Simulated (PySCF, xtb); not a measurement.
C4H4N2, SMILES C1=NC(=C)N=C1.

GFN2-xTB in xtb 6.7.1 at its own geometry gives an orbital gap of 1.86 eV and a dipole moment of 0.33 D.

Coordinates come from a B3LYP-D3(BJ)/def2-SVP optimisation.

### Question
What does PBE/def2-TZVP (PySCF) give? (An estimate is asked for; the answer gives what the named calculation found.)

### Answer
gap 2.83 eV (levels -6.50 and -3.67 eV), dipole 0.49 D.
